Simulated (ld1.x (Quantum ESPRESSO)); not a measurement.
# What one change does to a pseudopotential (boron, TM)

ld1.x (Quantum ESPRESSO) 7.5 input, shortened:

```
&input
   title='B', zed=5., rel=1, dft='PZ', iswitch=3,
   config='[He] 2s1.75 2p1.25 3d-2'
 /
 &inputp
   pseudotype=2, tm=.true., lloc=-1, rcloc=1.35,
   nlcc=.true.
 /
3
2S  1  0   1.75   0.00  1.55  1.55  0.0
2P  2  1   1.25   0.00  1.70  1.70  0.0
3D  3  2  -2.00   0.25  1.45  1.45  0.0
 &test
   configts(1)='2s1.75 2p1.25'
 /
```

Change: functional PBE.

Cutoffs: the cutoffs (Ry, on a coarse ladder) from which the occupation-weighted sum of valence levels, in a spherical-Bessel basis at the reference potential, stays within 10 and 1 mRy of its value at 400 Ry; they do not see the model core or the augmentation charge, which bear on the density cutoff. Errors are all-electron minus pseudo energies relative to the spin-unpolarised reference configuration.

Q: Predict the effect on cutoff, ghosts and configuration errors.

A: The potential gets neither clearly harder nor softer (25 Ry and 50 Ry → 25 Ry and 50 Ry); the number of tests with a reliable result goes from 9 to 7; of the 7 tests that both files solve, the error grows in 5 and shrinks in 1 by more than 15 % and 0.3 meV (median size 2.4 → 3.8 meV); neither file shows a bound ghost.

| quantity | base | changed |
| --- | --- | --- |
| cutoff, loose | 25 Ry | 25 Ry |
| cutoff, tight | 50 Ry | 50 Ry |
| bound ghosts | none | none |
| error for 2s2 2p1, meV [ΔE -1.42 → -1.46 eV] | +0.2 | +0.3 |
| error for 2s2 2p0, meV [ΔE 6.91 → 6.76 eV] | +13 | +21 |
| error for 2s1 2p0, meV [ΔE 32.21 → 32.18 eV] | +51 | +71 |
| error for 2s1 2p1, meV [ΔE 12.86 → 12.90 eV] | +2.0 | +1.0 |
| error for 2s1 2p2, meV [ΔE 4.27 → 4.39 eV] | +2.1 | +2.6 |
| error for 2s2 2p0.5, meV [ΔE 1.52 → 1.43 eV] | +2.4 | +3.8 |
| error for 2s0 2p3, meV [ΔE 9.98 → 10.26 eV] | +12 | +16 |
| s: phases at 1.84 bohr within 0.05 rad from the reference energy up to (Ry; the scan ends near 5) | 3.8 | 3.8 |
| p: phases at 1.84 bohr within 0.05 rad from the reference energy up to (Ry; the scan ends near 5) | 4.3 | 4.3 |
| d: phases at 1.84 bohr within 0.05 rad from the reference energy up to (Ry; the scan ends near 5) | to the end of the scan | to the end of the scan |
